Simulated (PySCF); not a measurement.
SbF₅, SMILES [F][Sb]([F])([F])([F])[F].

The structure is a stationary point at PBE0-D3(BJ)/def2-SVP. The isomer is the one that the SMILES or the coordinates give; other isomers of the formula were not compared. The def2 effective core potentials stand for the cores of Sb; spin–orbit coupling is left out.

Computed with HF/def2-TZVP run with PySCF.

Gas-phase values at a fixed geometry.

The total energy is -736.74042 hartree and the point group is D3h. The highest occupied level is -17.73 eV, the lowest empty level is -0.36 eV and the orbital gap is 17.37 eV. The dipole moment is 0.00 D, the quadrupole, principal values (traceless, Buckingham form, about the centre of nuclear charge) is -4.79, 2.40, 2.40 D·Å and the mean static polarisability comes out as 29.1 bohr³ (4.31 Å³). The polarisability, principal values is 28.3, 28.3, 30.5 bohr³.
